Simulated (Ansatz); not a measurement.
A structure relaxed at PBE-D4/def2-SVP in Ansatz, charge 0, singlet:

Cartesian coordinates in Å:
```
Zn -3.405 2.739 -1.821
S -3.607 1.890 1.485
S -0.905 2.757 -0.301
Zn 0.719 2.277 1.434
Zn -2.663 -0.469 1.420
S -0.402 0.107 2.119
S 2.638 1.163 0.452
Zn 4.655 -0.903 -0.113
Zn 0.783 -2.021 2.149
S 3.031 -1.102 2.893
Zn -1.100 1.312 -2.174
S -1.963 -0.682 -0.922
S 1.077 0.978 -2.983
Zn 2.353 -0.245 -1.438
Zn -1.020 -2.846 -1.225
S 1.007 -2.020 -0.293
H -3.420 4.211 -2.351
H -4.066 1.538 -0.988
H -3.597 1.878 2.866
H -4.900 1.458 1.462
H -0.282 3.795 -0.924
H 0.913 3.276 2.629
H -3.590 -1.532 2.089
H -0.609 0.273 3.454
H 3.218 2.219 -0.181
H 5.913 -0.008 -0.365
H 3.889 -2.054 0.701
H 0.340 -3.299 2.928
H 2.545 -0.886 4.167
H 3.503 -2.331 3.248
H -2.347 1.713 -3.114
H -3.197 -0.712 -1.495
H 0.892 0.085 -3.996
H -0.131 -1.797 -3.345
H 3.717 -1.013 -1.828
H -1.550 -4.230 -1.662
H -0.362 -2.498 -3.576
H 1.924 -3.021 -0.403
```

Q: Give its formula and point group.

A: Zn₈H₂₂S₈. Point group Cs (tolerance 0.1 Å).

Q: Summarise the bond lengths by kind (pairs closer than 1.2 times the sum of covalent radii, bridged metal pairs left out).

A: 17 × S–Zn 2.35 to 2.54 Å; 2 × Zn–Zn 2.73 to 2.74 Å; 10 × H–Zn 1.54 to 1.61 Å; 10 × H–S 1.36 to 1.38 Å.

Single mean-field runs in def2-SVP are fitted with def2-universal-jkfit. In the singlet geometry the species has come apart into loosely held pieces. In the singlet, H34 and H37 lie 0.77 Å apart (atoms count from 1), so H2 has formed as a molecule.
